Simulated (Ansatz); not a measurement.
C2H5Te (`CC[Te]`) radical. The species carries charge 0 and has multiplicity 2. Te takes the def2 core potential.

Z-matrix (Å, degrees):
```
C
C 1 1.513
H 1 1.091 2 111.4
H 1 1.095 2 110.4 3 120.0
H 1 1.091 2 111.4 3 -120.1
Te 2 2.148 1 114.9 3 60.0
H 2 1.092 1 112.3 3 179.9
H 2 1.092 1 112.3 3 -59.8
```

(1) What are the harmonic wavenumbers in cm⁻¹ at PBE0-D4/def2-TZVP (Ansatz, finite differences of forces, unscaled)? (Best estimate.)

(2) Is this a minimum?

(3) Give the ideal-gas thermochemistry at 298.15 K and 1 bar (rigid rotor, harmonic oscillator; point group Cs, symmetry number 1).

Results:

(1) Computed: 230, 252, 513, 561, 915, 974, 1071, 1221, 1250, 1406, 1445, 1476, 1486, 3039, 3072, 3099, 3113, 3140.

(2) Yes, all 18 modes are real.

(3) Zero-point energy 169.1 kJ/mol; H(298) − E = 183.1 kJ/mol; entropy 302.6 J/(mol·K), of which translation 171.9, rotation 103.3, vibration 21.6, electronic 5.8; G(298) − E = 92.9 kJ/mol.
